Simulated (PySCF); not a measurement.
Species: C4H6F2N2Si.
Z-matrix (Å and degrees, GFN2-xTB geometry), rows numbered from 1:
```
F 
C   1  1.3616
F   2  1.3615  1  105.16
C   2  1.4869  1  111.63  3  -121.18
C   4  1.3657  2  129.58  1    58.67
N   5  1.3673  4  106.91  2  -180.00
Si  6  1.7603  5  126.61  4   179.93
C   6  1.3628  5  105.04  4     0.00
N   8  1.2954  6  113.21  5     0.00
H   2  1.0991  1  108.25  3   115.56
H   5  1.0699  4  131.02  2     0.01
H   7  1.4586  6  103.86  5   179.54
H   7  1.4605  6  106.65  5    59.67
H   7  1.4606  6  106.70  5   -60.54
H   8  1.0705  6  122.23  5  -179.99
```

Computed with PBE0/def2-SVPD in PySCF (dipole) on a GFN2-xTB geometry, gas phase.

Masses are those of the commonest isotopes; rigid-rotor values at the optimised geometry. The values belong to one conformer with, in the numbering `[F:1][CH:2]([F:3])[c:4]1[cH:5][n:6]([SiH3:7])[cH:8][n:9]1`, F1–C2–C4–C5 59°.

**Question.** Give the principal moments of inertia and the rotational constants in GHz.

**Answer.** Ia = 148.40, Ib = 728.00, Ic = 781.61 u·Å²; 505379 MHz·u·Å²/I gives 3406, 694.2 and 646.6 MHz, that is A = 3.4055, B = 0.6942, C = 0.6466 GHz.

**Question.** What kind of rotor is it?

**Answer.** A near-prolate asymmetric top: κ = (2 × 694.2 − 3406 − 646.6)/(3406 − 646.6) = -0.97.

**Question.** What does the inertial defect say?

**Answer.** Not planar: Δ = Ic − Ia − Ib = -94.79 u·Å². For a rigid frame Δ = −2 Σ m c², so Σ m c² = 47.40 u·Å² lies off the ab plane: 2.97 from hydrogen and 44.43 from heavier atoms. The atom farthest from that plane is 1.22 Å away.

**Question.** List the rotational levels J(Ka,Kc) to J = 2 (MHz).

**Answer.** Above 0(0,0):
J = 1: 1(0,1) 1341, 1(1,1) 4052, 1(1,0) 4100
J = 2: 2(0,2) 4022, 2(1,2) 6686, 2(1,1) 6829, 2(2,1) 14963, 2(2,0) 14964
Those of J = 1 are B + C, A + C and A + B.

**Question.** Which types of transition are allowed, and where do some lines up to J = 3 fall?

**Answer.** The dipole components are |μa| = 4.86 D, |μb| = 0.81 D, |μc| = 0.00 D; the mirror of this Cs structure is the ab plane, so μc vanishes by symmetry and there are no c-type lines. Intensities carry the squares of the components, which stand as 1.00 : 0.03 (a : b). Some lines, for components of 0.1 D or more:

| type | branch | J(Ka,Kc) | MHz | lower level (cm⁻¹) |
| --- | --- | --- | --- | --- |
| a | R | 1(0,1) ← 0(0,0) | 1341 | 0.000 |
| b | R | 3(0,3) ← 2(1,2) | 1356 | 0.223 |
| a | R | 2(1,2) ← 1(1,1) | 2634 | 0.135 |
| a | R | 2(0,2) ← 1(0,1) | 2681 | 0.045 |
| a | R | 2(1,1) ← 1(1,0) | 2729 | 0.137 |
| b | Q | 1(1,0) ← 1(0,1) | 2759 | 0.045 |
| b | Q | 2(1,1) ← 2(0,2) | 2807 | 0.134 |
| b | Q | 3(1,2) ← 3(0,3) | 2881 | 0.268 |
| a | R | 3(1,3) ← 2(1,2) | 3951 | 0.223 |
| a | R | 3(0,3) ← 2(0,2) | 4020 | 0.134 |
| a | R | 3(2,2) ← 2(2,1) | 4022 | 0.499 |
| a | R | 3(2,1) ← 2(2,0) | 4025 | 0.499 |
| b | R | 1(1,1) ← 0(0,0) | 4052 | 0.000 |
| a | R | 3(1,2) ← 2(1,1) | 4093 | 0.228 |
| b | R | 2(1,2) ← 1(0,1) | 5345 | 0.045 |
| b | R | 3(1,3) ← 2(0,2) | 6615 | 0.134 |
| b | Q | 3(2,1) ← 3(1,2) | 8066 | 0.364 |
| b | Q | 2(2,0) ← 2(1,1) | 8135 | 0.228 |
| b | Q | 2(2,1) ← 2(1,2) | 8277 | 0.223 |
| b | Q | 3(2,2) ← 3(1,3) | 8349 | 0.355 |
| b | R | 2(2,1) ← 1(1,0) | 10863 | 0.137 |
| b | R | 2(2,0) ← 1(1,1) | 10911 | 0.135 |
| b | R | 3(2,2) ← 2(1,1) | 12156 | 0.228 |
| b | R | 3(2,1) ← 2(1,2) | 12302 | 0.223 |
| b | Q | 3(3,0) ← 3(2,1) | 13673 | 0.633 |
| b | Q | 3(3,1) ← 3(2,2) | 13676 | 0.633 |
| b | R | 3(3,1) ← 2(2,0) | 17698 | 0.499 |
| b | R | 3(3,0) ← 2(2,1) | 17698 | 0.499 |

**Question.** Estimate the classical rotational partition function at 25 K, 50 K and 500 K.

**Answer.** Point group Cs, symmetry number σ = 1; q = (√π/σ)·√((kT/h)³/(ABC)), k/h = 20836.6 MHz/K: 17000 at 25 K, 48200 at 50 K, 1520000 at 500 K.

No frequency check. No vibrational averaging or centrifugal distortion is included, and the geometry carries the error of its method. A rigid rotor knows nothing of internal rotation, which can split or shift real lines. Quadrupole hyperfine structure (14N) is left out.

Time: 47 s wall. Hardware: Arm Neoverse V2, one thread, no GPU (shared host). This is the PBE0/def2-SVPD job that gave the dipole, with the excitations it also computed.
